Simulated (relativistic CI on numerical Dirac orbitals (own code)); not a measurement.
What each ingredient does to the levels of Au XXVII

Base calculation: Dirac-Coulomb-Breit CI, KLI orbitals optimised for each configuration, QED by a radiative potential, unscaled Slater integrals.

Configuration list (outside the closed core [Ar] 3d10): 4s2 4p6 4d10 4f7, 4s2 4p6 4d10 4f6 5s, 4s2 4p6 4d9 4f8, 4s2 4p6 4d10 4f5 5s2, 4s2 4p6 4d10 4f6 5p, 4s2 4p5 4d10 4f8, 4s 4p6 4d10 4f8, 4s2 4p6 4d10 4f6 6s, 4p6 4d10 4f9. Levels of other configurations are missing.

Variants: (1) valence Slater integrals scaled by 0.9; (2) only the first configuration; (3) non-relativistic limit. Shifts of the energy above 4s2 4p6 4d10 4f7 8S°_7/2, in cm⁻¹, for the lowest level and the first level of each name with at least 55 % of one term (blank where a level changes its place among those of its configuration and J or its character, or is not in the variant):

| Level | Base | Δ(1) | Δ(2) | Δ(3) |
| --- | --- | --- | --- | --- |
| 4s2 4p6 4d10 4f7 8S°_7/2 | 0.0 | 0.0 | 0.0 | 0.0 |
| 4s2 4p6 4d10 4f7 6P°_3/2 | 85002.6 | -8085.7 | +1331.1 | +3715.4 |
| 4s2 4p6 4d10 4f7 6I°_17/2 | 88350.3 | -9353.2 | +794.0 | +5814.3 |
| 4s2 4p6 4d10 4f7 6I°_11/2 | 92220.4 | -9065.0 | +946.0 | +1944.3 |
| 4s2 4p6 4d10 4f7 6I°_13/2 | 94940.3 | -8941.9 | +928.3 | -775.6 |
| 4s2 4p6 4d10 4f7 6I°_15/2 | 95604.6 | -8538.2 | +781.8 | -1440.0 |
| 4s2 4p6 4d10 4f7 6D°_1/2 | 115226.6 | -8667.3 | +1525.6 | -10580.3 |
| 4s2 4p6 4d10 4f7 6D°_3/2 | 117589.1 | -8901.3 | +1472.2 | -12942.8 |
| 4s2 4p6 4d10 4f7 4N°_23/2 | 141657.8 | -13434.6 | +103.3 | +4416.8 |
| 4s2 4p6 4d10 4f7 4N°_21/2 | 148134.5 | -13265.7 | +271.1 | -2059.9 |
| 4s2 4p6 4d10 4f7 4L°_19/2 | 162179.3 | -12997.2 | +730.5 | -8770.8 |

At this charge energies of transitions that change n are usually good to better than 1 %, and those within a shell (Δn = 0) to a few per cent. Terms inside the open d or f shell come out 10 to 20 % too wide with unscaled integrals.

Ionisation energy from the two ground configurations alone: base 861.198 eV; valence Slater integrals scaled by 0.9 860.124 eV. The NIST ASD value (theoretical) is 870 eV.

LS names give the leading component of a level, which can be under half, so a name can repeat, a term be missing and a line seem to break the LS rules.
